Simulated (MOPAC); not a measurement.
MOPAC input (PM7):

```
PM7 FORCE THERMO(298,298) PRECISE LET UHF MS=0.5 GEO-OK AUX(PRECISION=9) THREADS=1
HGe

Ge    0.00000000 1    0.00000000 1   -0.02379928 1
H    -0.00000000 1   -0.00000000 1    1.53278938 1
```

Problem. Which zero-point energy does it print?

Solution. 2.58 kcal/mol, from the harmonic wavenumbers of PM7.
